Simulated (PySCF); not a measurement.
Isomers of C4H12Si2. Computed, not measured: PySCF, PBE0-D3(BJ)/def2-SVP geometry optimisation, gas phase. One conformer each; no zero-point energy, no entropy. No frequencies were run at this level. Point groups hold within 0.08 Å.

Question: Order them by energy at this level, lowest first, and give relative energies in kJ/mol.
A. `[SiH3:1][CH2:2][C@@H:3]1[CH2:4][CH2:5][SiH2:6]1` with Si1–C2–C3–C4 175°, C2–C3–C4–C5 -152°, C3–C4–C5–Si6 24°, C4–C5–Si6–C3 -20°, C2–C3–Si6–C5 141°
B. `[CH3:1][Si@@H:2]1[CH2:3][CH2:4][CH2:5][SiH2:6]1` with C1–Si2–C3–C4 -147°, Si2–C3–C4–C5 52°, C3–C4–C5–Si6 -52°, C4–C5–Si6–Si2 27°
C. `[CH2:1]=[CH:2][SiH2:3][CH2:4][CH2:5][SiH3:6]` with C1–C2–Si3–C4 -114°, C2–Si3–C4–C5 180°, Si3–C4–C5–Si6 -179°

Answer: B (0.0), A (121.1), C (143.9).

As drawn, the lowest has an Si–Si bond, which the highest lacks; the highest has a C=C bond outside aromatic rings, which the lowest lacks.

| SMILES | E (Eh) | E rel (kJ/mol) | dipole (D) | point group | A, B, C (MHz) |
| --- | --- | --- | --- | --- | --- |
| C[Si@@H]1CCC[SiH2]1 | -737.93038 | 0.0 | 1.06 | C1 | 3102, 1833, 1324 |
| [SiH3]C[C@@H]1CC[SiH2]1 | -737.88425 | 121.1 | 1.07 | C1 | 4746, 1218, 1036 |
| C=C[SiH2]CC[SiH3] | -737.87557 | 143.9 | 0.76 | C1 | 7745, 692.2, 667.3 |

How do the relative energies change in single points at PBE0/pcSseg-1 (no added dispersion term) on the same geometries?

| SMILES | PBE0-D3(BJ)/def2-SVP (kJ/mol) | PBE0/pcSseg-1 (kJ/mol) | shift |
| --- | --- | --- | --- |
| C[Si@@H]1CCC[SiH2]1 | 0.0 | 0.0 | 0.0 |
| [SiH3]C[C@@H]1CC[SiH2]1 | 121.1 | 122.5 | +1.4 |
| C=C[SiH2]CC[SiH3] | 143.9 | 133.1 | -10.8 |

Each column counts from its own lowest isomer. The order is unchanged; the largest shift is 10.8 kJ/mol.
